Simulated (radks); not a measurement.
Numerical settings for the cerium ion Ce23+, [Ar] 3d10 4s2 4p5. Calculated with a radial shooting solver on a logarithmic mesh with Libxc functionals: Dirac Kohn-Sham, PBE, spin-unpolarised, spherical densities, finite nucleus; open shells fill j = l - 1/2 first; Fermi nuclear charge, rms radius 4.8771 fm. The defaults (mesh step 0.008 in ln r, mesh end at 40 bohr or more with all orbitals vanishing there, Anderson mixing 0.5 over 9 steps, residual threshold near 1e-9 with the energy settled to 1e-9 hartree or 1e-11 of itself, here a cap of 90 iterations) give E = -8629.6815 hartree and 4p3/2 at -769.17 eV in 14 iterations. Run on one thread of a shared host, so times are rough (Arm Neoverse V1): 0.09 s of CPU time, 0.09 s wall, 14 iterations on 2189 mesh points. Changes against that run (0 stands for a change within the tolerance of the run):

| setting | iterations | converged | E (mhartree) | e(4p3/2) (meV) | CPU (s) |
|---|---|---|---|---|---|
| mesh step in ln r 0.02 | 14 | yes | +0.0004 | 0 | 0.04 |
| mesh step in ln r 0.005 | 14 | yes | 0 | 0 | 0.14 |
| mesh step in ln r 0.03 | 14 | yes | +0.00423 | 0 | 0.03 |
| mesh end (bohr) 2 | 14 | yes | +0.256 | +3.62 | 0.08 |
| mesh end (bohr) 8 | 14 | yes | 0 | 0 | 0.09 |
| residual threshold 0.01 | 8 | yes | 0 | -2.66 | 0.07 |
| residual threshold 1e-13 | 43 | yes | 0 | 0 | 0.18 |
| mixing 0.01 | 22 | yes | 0 | 0 | 0.13 |
| linear mixing, mixing 0.5 | 30 | yes | 0 | 0 | 0.16 |
| linear mixing, mixing 0.2 | 90 | yes | 0 | 0 | 0.44 |
| mixing history 2 | 17 | yes | 0 | 0 | 0.1 |
| iteration cap 3 | 3 | no | +85 | -8.35e+03 | 0.03 |

No run marked as converged misses the energy by more than 1 mhartree. A mesh that ends early acts as a hard wall.
